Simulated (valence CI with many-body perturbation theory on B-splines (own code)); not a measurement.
**Questions on P I**

Computed by valence CI with perturbative core correlation (CI+MBPT): five valence electrons over a frozen Dirac-Fock core [Ne], a basis of 10 s, 10 p, 9 d, 7 f, 4 g, 2 h functions for each j, with the one-electron correlation potential Σ1 (screened to all orders), the two-electron term Σ2, the three-electron term Σ3, Breit, model QED; selected single and double excitations, second order for the rest, scaled by the run's own slope (own B-spline code, finite nucleus).

Against 25 measured levels this calculation errs by 60 cm⁻¹ on average and by 174 at most. These come from a selection out of the NIST Handbook of Basic Atomic Spectroscopic Data. Levels without a partner in it may be off by more. Among the levels kept, up to 1300 cm⁻¹ of a level comes from second order outside the variational space, and about a tenth of that is noise between levels of different J, which matters for small intervals.

Rates and lifetimes use the calculated energies. Strong lines usually hold to 10 to 20 %, long lifetimes can be off by a factor of two.

**Question.** What is the ground level?

**Answer.** 3s2.3p3 4S°_3/2, composition 93 % 3s2.3p3 4S°, g = 2.002.

**Question.** Among levels below 9.283 eV, which E1 lines absorb most strongly from the ground level?

**Answer.** to 3s2.3p2.3d 4P_5/2 at 138.2 nm, f = 0.224; to 3s2.3p2.4s 4P_5/2 at 177.6 nm, f = 0.145; to 3s2.3p2.4s 4P_3/2 at 178.3 nm, f = 0.0965.

**Question.** Where does the other parity begin?

**Answer.** At 3s2.3p2.4s 4P_1/2, 6.933 eV.

**Question.** What are the static dipole polarisabilities of the lowest levels?

**Answer.** 3s2.3p3 4S°_3/2 24.8; 3s2.3p3 2D°_5/2 27.0 (tensor -0.72); 3s2.3p3 2D°_3/2 26.9 (tensor -0.67); 3s2.3p3 2P°_1/2 29.0 bohr³, of which the core gives 0.106. The recommended value for the atom is 25 ± 1 bohr³ (Schwerdtfeger and Nagle, table of static dipole polarizabilities (2023 update)).

**Question.** How well does LS coupling describe the low levels?

**Answer.** Among the lowest 20 levels the leading LS term, summed over configurations, holds 100 % on average. For single configurations the figures are 86 % in LS and 55 % in jj coupling. Terms hardly mix: every one of these levels is at least 95 % one term.

**Question.** What is the ionisation energy?

**Answer.** 10.475 eV; NIST lists 10.4867 eV (measured).

**Question.** Name the longest-lived excited levels whose lifetime is computed, and their main decay.

**Answer.** 3s2.3p3 2D°_5/2 at 1.419 eV lives 11800 s, mostly by E2 to 3s2.3p3 4S°_3/2; 3s2.3p3 2D°_3/2 at 1.422 eV lives 5350 s, mostly by M1 to 3s2.3p3 4S°_3/2; 3s2.3p3 2P°_1/2 at 2.343 eV lives 6.85 s, mostly by E2 to 3s2.3p3 2D°_3/2.
